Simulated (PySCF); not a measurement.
Method: PBE0-D3(BJ)/def2-TZVP in PySCF 2.14.0. Gas-phase values, no solvent. 

Reference species (SMILES): `N[C]N` (lower singlet) (neutral, multiplicity 1).

The dipole moment is 2.90 D.

Changed species: `[C](C#C)N` (lower singlet) (X = ethynyl, multiplicity 1; the reference has X = amino, multiplicity 1).

**Question.** What does the change do to the dipole moment?

**Answer.** the dipole moment increases by 0.14 D, to 3.04 D.
